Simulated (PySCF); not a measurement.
Species: CH₁₀O₂Si₃.
Cartesian coordinates in Å at the PBE0-D3(BJ)/def2-SVP level; atoms count from 1:
```
atom  x, y, z in Å
O1    -0.5553   -2.4666   -0.1453
Si2    0.2162   -1.3721    0.8285
C3    -0.9895   -0.1133    1.5048
Si4   -1.7497    0.9935    0.1881
O5     1.3762   -0.5583   -0.0225
Si6    2.2974    0.7208   -0.5109
H7    -1.0654   -2.1197   -0.8832
H8     0.8621   -2.1864    1.8867
H9    -1.7974   -0.6484    2.0326
H10   -0.4805    0.5253    2.2478
H11   -2.8545    1.8357    0.7385
H12   -0.7164    1.8934   -0.4089
H13   -2.3157    0.1525   -0.9167
H14    1.9074    1.1236   -1.8941
H15    2.1030    1.8860    0.4065
H16    3.7368    0.3291   -0.4983
```

Level: PBE0/def2-SVPD in PySCF, non-relativistic, on one gas-phase PBE0-D3(BJ)/def2-SVP geometry that isn't relaxed in the solvent. The solvent is an IEF-PCM continuum (cavity from Bondi-type radii × 1.2), and excitations are vertical TDDFT with non-equilibrium linear response and a frozen core. The model holds no explicit solvent molecules, cavitation or dispersion.

Gas-phase singlets (H = HOMO, L = LUMO):

| state | E (eV) | λ (nm) | f | leading configuration |
| --- | --- | --- | --- | --- |
| S1 | 7.088 | 175 | 0.000 | H→L 92% |
| S2 | 7.444 | 167 | 0.004 | H-1→L 82% |
| S3 | 7.532 | 165 | 0.005 | H→L+1 69% |
| S4 | 7.812 | 159 | 0.034 | H→L+2 88% |
| S5 | 7.907 | 157 | 0.003 | H-2→L 63% |

Q: What are the lowest 5 singlets in chloroform (ε = 4.711)?

A: 
```json
{"state": "S1", "E (eV)": "7.103", "λ (nm)": "175", "f": "0.001", "leading configuration": "H→L 92%", "change by rank (eV)": "+0.015"}
{"state": "S2", "E (eV)": "7.468", "λ (nm)": "166", "f": "0.004", "leading configuration": "H-1→L 85%", "change by rank (eV)": "+0.024"}
{"state": "S3", "E (eV)": "7.583", "λ (nm)": "163", "f": "0.006", "leading configuration": "H→L+1 67%", "change by rank (eV)": "+0.051"}
{"state": "S4", "E (eV)": "7.844", "λ (nm)": "158", "f": "0.085", "leading configuration": "H→L+2 89%", "change by rank (eV)": "+0.032"}
{"state": "S5", "E (eV)": "7.911", "λ (nm)": "157", "f": "0.003", "leading configuration": "H-2→L 63%", "change by rank (eV)": "+0.004"}
```

Q: How do the frontier levels move from gas to chloroform?

A: 
```
orbital  gas (eV)  solvent (eV)  change (eV)                     Löwdin shares, gas                 Löwdin shares, solvent
 LUMO+2      0.58          0.75        +0.17    Si4 22 %, C3 11 %, Si2 9 %, H11 9 %   Si4 24 %, C3 11 %, H11 10 %, Si2 9 %
 LUMO+1      0.37          0.53        +0.16    Si6 19 %, Si4 15 %, O1 10 %, O5 7 %   Si6 18 %, Si4 15 %, O1 11 %, Si2 7 %
   LUMO     -0.13          0.01        +0.14   Si6 16 %, Si4 16 %, Si2 12 %, O1 8 %   Si6 19 %, Si4 13 %, Si2 13 %, O5 8 %
   HOMO     -8.37         -8.25        +0.12    C3 22 %, O5 18 %, Si2 15 %, H8 10 %    C3 23 %, O5 16 %, Si2 16 %, H8 10 %
 HOMO-1     -8.88         -8.82        +0.06  O5 34 %, Si6 22 %, H14 14 %, H15 14 %  O5 34 %, Si6 22 %, H14 14 %, H15 14 %
 HOMO-2     -9.14         -9.04        +0.10   Si6 19 %, O5 15 %, H16 15 %, C3 12 %   Si6 19 %, O5 15 %, H16 15 %, C3 14 %
 HOMO-3     -9.50         -9.33        +0.17   Si4 21 %, C3 21 %, O1 20 %, H13 12 %    Si4 26 %, C3 20 %, H13 20 %, O1 9 %
```

The HOMO–LUMO gap goes from 8.23 to 8.26 eV.
